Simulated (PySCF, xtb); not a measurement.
FH6NOSi2, SMILES O[Si@H](F)N[SiH3]. The values are those of a single conformer.

Harmonic wavenumbers (cm⁻¹) from GFN2-xTB (xtb 6.7.1) at its own minimum, in rising order: 44, 84, 147, 214, 236, 248, 288, 359, 569, 580, 670, 695, 725, 757, 774, 796, 807, 863, 928, 1003, 1204, 2230, 2245, 2269, 2408, 3468, 3707.

Question: What does B3LYP-D3(BJ)/def2-SVP (PySCF) give at its own minimum? (The exact figures need the calculation; the answer reports its results.)

Answer: 50, 75, 173, 195, 260, 286, 374, 466, 615, 725, 760, 790, 839, 860, 901, 938, 944, 964, 976, 1012, 1205, 2208, 2218, 2246, 2299, 3551, 3888. Paired by order, the mean absolute difference is 71 cm⁻¹ and the zero-point energies are 40.5 and 42.6 kcal/mol.
